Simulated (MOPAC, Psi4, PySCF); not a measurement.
Internal rotation in SMILES c1(ccccc1C(=O)O)C (C₈H₈O₂). Scanned: dihedral C2–C7–C8–O9; all other coordinates were relaxed at GFN2-xTB. Points at φ and −φ are mirror images. Heavy atoms are numbered in the order of the SMILES Cc1ccccc1C(=O)O, hydrogens after them in the order of the atoms that carry them; the mirror image has the same energies with the sign of each dihedral reversed.

Computed with: RHF/3-21G = restricted Hartree-Fock/3-21G, density fitting // GFN2-xTB in PySCF; RMP2/3-21G = restricted MP2 (frozen core)/3-21G // GFN2-xTB (PySCF); PM3, restricted, heats of formation // GFN2-xTB (MOPAC); PBE-D3(BJ)/def2-SVP // GFN2-xTB (Psi4).

Energies relative to the lowest point of each profile, in eV; the last columns give the difference from PBE-D3(BJ):

| φ / ° | RHF/3-21G | RMP2/3-21G | PM3 | PBE-D3(BJ)/def2-SVP | RHF/3-21G − PBE-D3(BJ)/def2-SVP | RMP2/3-21G − PBE-D3(BJ)/def2-SVP | PM3 − PBE-D3(BJ)/def2-SVP |
|---|---|---|---|---|---|---|---|
| -150 | 0.139 | 0.110 | 0.061 | 0.084 | 0.055 | 0.026 | -0.023 |
| -120 | 0.326 | 0.263 | 0.015 | 0.189 | 0.137 | 0.075 | -0.174 |
| -90 | 0.463 | 0.382 | 0.000 | 0.262 | 0.201 | 0.120 | -0.262 |
| -60 | 0.311 | 0.245 | 0.016 | 0.177 | 0.134 | 0.068 | -0.161 |
| -30 | 0.089 | 0.067 | 0.043 | 0.047 | 0.043 | 0.021 | -0.003 |
| 0 | 0.000 | 0.000 | 0.073 | 0.000 | 0.000 | 0.000 | 0.073 |
| 30 | 0.089 | 0.067 | 0.043 | 0.047 | 0.043 | 0.021 | -0.003 |
| 60 | 0.311 | 0.245 | 0.016 | 0.177 | 0.134 | 0.068 | -0.161 |
| 90 | 0.463 | 0.382 | 0.000 | 0.262 | 0.201 | 0.120 | -0.262 |
| 120 | 0.326 | 0.263 | 0.015 | 0.189 | 0.137 | 0.075 | -0.174 |
| 150 | 0.139 | 0.110 | 0.061 | 0.084 | 0.055 | 0.026 | -0.023 |
| 180 | 0.063 | 0.047 | 0.102 | 0.044 | 0.019 | 0.003 | 0.058 |

RHF/3-21G is furthest from PBE-D3(BJ)/def2-SVP at -90 (0.201 eV, above); its mean absolute difference over the points is 0.096 eV.

RMP2/3-21G is furthest from PBE-D3(BJ)/def2-SVP at -90 (0.120 eV, above); its mean absolute difference over the points is 0.052 eV.

PM3 is furthest from PBE-D3(BJ)/def2-SVP at -90 (-0.262 eV, below); its mean absolute difference over the points is 0.115 eV.
